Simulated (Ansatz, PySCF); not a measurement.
System: dichloroborane, sum formula BHCl2 (charge 0, singlet). 
Coordinates optimised at B3LYP-D3(BJ)/def2-TZVP (Ansatz, a program for electronic structure):
SMILES: B(Cl)Cl
```xyz
4

B     -0.0163     0.7006    -0.0221
Cl     1.5184    -0.1227     0.0154
Cl    -1.5111    -0.1940    -0.0054
H     -0.0438     1.8813    -0.0594
```

Total electronic energies in hartree. Valence correlation only, unless marked. Spin-orbit coupling is left out. Non-relativistic unless marked X2C. CBS marks a two-point X^-3 extrapolation of the correlation energy; Hartree-Fock from the larger set. [CCSD(T)-MP2]/basis is that difference in the basis named.

```csv
level,program,energy (Eh)
HF/def2-TZVPD,PySCF,-944.37570
RI-HF/aug-cc-pV(T+d)Z,Ansatz,-944.39301
PBE-D4/def2-TZVPD,Ansatz + dftd4,-945.54284
BLYP-D4/def2-TZVPD,Ansatz + dftd4,-945.94653
BLYP/def2-TZVPD,Ansatz,-945.93997
TPSS-D4/def2-TZVPD,PySCF + dftd4,-946.01275
r2SCAN/def2-TZVPD,Ansatz,-945.88062
B3LYP-D4/def2-TZVPD,Ansatz + dftd4,-945.99821
PBE0/def2-SVP,Ansatz,-945.27783
PBE0-D4/def2-TZVPD,Ansatz + dftd4,-945.62237
TPSSh-D3(BJ)/def2-TZVPD,PySCF + dftd3,-945.99854
LC-wPBE-D3(BJ)/def2-TZVPD,Ansatz + dftd3,-945.68718
LC-wPBE-D4/def2-TZVPD,Ansatz + dftd4,-945.68756
MP2/6-31G*,Ansatz,-944.64297
MP2/cc-pVTZ,Ansatz,-944.86583
MP2/cc-pwCVTZ,Ansatz,-944.87829
RI-MP2/cc-pV(Q+d)Z,Ansatz,-944.92205
SCS-MP2/STO-3G,Ansatz,-934.23857
CCSD/cc-pV(T+d)Z,Ansatz,-944.90697
"CCSD/CBS(cc-pV(T+d)Z,cc-pV(Q+d)Z)",Ansatz,-944.9863
X2C-CCSD(T)/cc-pVTZ-DK,Ansatz,-947.74926
"RI-MP2/CBS(cc-pV(T+d)Z,cc-pV(Q+d)Z)+[CCSD(T)-MP2]/cc-pV(T+d)Z",Ansatz,-945.0153
"CCSD(T)/CBS(aug-cc-pV(T+d)Z,aug-cc-pV(Q+d)Z)",Ansatz,-945.0149
```

Totals of different functionals don't rank their quality; only differences between species are comparable.
